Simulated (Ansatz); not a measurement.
The inner images of a band of BrH + H4Sn (7 atoms, charge 0, multiplicity 1) are given out of order.

All numbers below come from RKS PBE0/def2-SVP in Ansatz 0.2.0.

Initial state:

```xyz
7
Properties=species:S:1:pos:R:3
Sn 0.352 0.000 -0.197
H 0.159 0.000 1.510
H 2.023 0.000 -0.567
H -0.389 1.399 -0.840
H -0.389 -1.399 -0.840
Br -3.442 0.000 1.989
H -2.066 0.000 2.353
```

Final state:

```xyz
7
Properties=species:S:1:pos:R:3
Sn -0.432 0.000 -0.806
H -0.057 0.000 3.675
H 0.863 0.000 0.306
H -0.478 1.419 -1.755
H -0.478 -1.419 -1.755
Br -2.531 0.000 0.562
H -0.638 0.000 3.181
```

**Question.** Put them in order from the first end to the last, with their energies above the first end.
A.
```xyz
7
Properties=species:S:1:pos:R:3
Sn 0.150 0.000 -0.094
H 0.021 0.000 1.635
H 1.835 0.000 -0.345
H -0.585 1.410 -0.717
H -0.585 -1.410 -0.717
Br -3.008 0.000 1.717
H -1.578 0.000 1.929
```
B.
```xyz
7
Properties=species:S:1:pos:R:3
Sn -0.462 0.000 -0.618
H 0.102 0.000 3.091
H 0.831 0.000 0.496
H -0.501 1.426 -1.555
H -0.501 -1.426 -1.555
Br -2.598 0.000 0.695
H -0.622 0.000 2.854
```
C.
```xyz
7
Properties=species:S:1:pos:R:3
Sn -0.173 0.000 -0.131
H -0.048 0.000 1.859
H 1.553 0.000 -0.010
H -0.682 1.485 -0.777
H -0.682 -1.485 -0.777
Br -2.749 0.000 1.357
H -0.970 0.000 1.887
```
D.
```xyz
7
Properties=species:S:1:pos:R:3
Sn -0.459 0.000 -0.430
H 0.123 0.000 2.554
H 1.019 0.000 0.437
H -0.592 1.466 -1.283
H -0.592 -1.466 -1.283
Br -2.611 0.000 0.887
H -0.638 0.000 2.526
```
E.
```xyz
7
Properties=species:S:1:pos:R:3
Sn -0.401 0.000 -0.250
H 0.076 0.000 2.170
H 1.287 0.000 0.191
H -0.675 1.505 -0.982
H -0.675 -1.505 -0.982
Br -2.670 0.000 1.076
H -0.694 0.000 2.186
```

**Answer.** A (+0.11 eV), C (+1.17 eV), E (+0.22 eV), D (-0.48 eV), B (-0.70 eV).

Time of the run: 3 min on 1 thread of Intel(R) Xeon(R) 6975P-C (Granite Rapids), with other jobs on the host, peak memory 0.22 GiB.
